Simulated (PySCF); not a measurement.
# Diatomics of S with the alkali metals

MP2 with double-zeta basis sets in PySCF, for the lowest determinant that a PBE0 search found; no spin–orbit coupling. De refers to high-spin ground-configuration atoms.

```json
{"M": "Li", "basis": "aug-cc-pVDZ/aug-cc-pV(D+d)Z", "reference, frozen orbitals": "UHF, 5", "state (unpaired electrons)": "doublet (π ↑)", "Re (Å)": "2.176", "ωe (cm⁻¹)": "555", "De (eV)": "2.90"}
{"M": "Na", "basis": "cc-pVDZ/cc-pV(D+d)Z", "reference, frozen orbitals": "UHF, 6", "state (unpaired electrons)": "doublet (π ↑)", "Re (Å)": "2.530", "ωe (cm⁻¹)": "320", "De (eV)": "2.11"}
{"M": "K", "basis": "x2c-SVPall", "reference, frozen orbitals": "UHF, 10", "state (unpaired electrons)": "doublet (π ↑)", "Re (Å)": "2.857", "ωe (cm⁻¹)": "254", "De (eV)": "1.93"}
{"M": "Rb", "basis": "def2-SVP", "reference, frozen orbitals": "UHF, 5", "state (unpaired electrons)": "doublet (π ↑)", "Re (Å)": "2.986", "ωe (cm⁻¹)": "227", "De (eV)": "1.94"}
{"M": "Cs", "basis": "def2-SVPD", "reference, frozen orbitals": "UHF, 5", "state (unpaired electrons)": "doublet (π ↑)", "Re (Å)": "3.209", "ωe (cm⁻¹)": "186", "De (eV)": "2.45"}
```

The shortest bond is that of LiS (2.176 Å), the longest that of CsS (3.209 Å).

The rows differ in basis set, which adds steps of its own.

Down a group the atoms grow and get heavier, so bonds lengthen and wavenumbers fall; this series shows no clear exception.

Correlated steps freeze the inner cores (5 to 10 orbitals); shallow outer-core shells are correlated. Correlated levels converge slowly with the basis: in double zeta they bind strong bonds too weakly, by up to about 1 eV, and carry superposition errors of some tenths. These are scalar-relativistic numbers at best; spin–orbit coupling would shift them, the dissociation energy most. States were picked by a PBE0 search and need not be the measured ground states.
